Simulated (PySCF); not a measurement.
These are B3LYP-D3(BJ)/def2-TZVP (PySCF) values and carry that method's errors. Isolated molecules, 0 K electronic values unless said otherwise. B3LYP has the VWN-RPA correlation part, as in Gaussian. 

Reference species (SMILES): `B1C=C1` (neutral, multiplicity 1).

The dipole moment comes out as 1.15 D and the LUMO is -0.51 eV.

Changed species: `C#CB`.

Give the shifts of the dipole moment and LUMO.

the dipole moment falls by 0.15 D, to 1.00 D; the LUMO drops by 2.08 eV, to -2.59 eV.
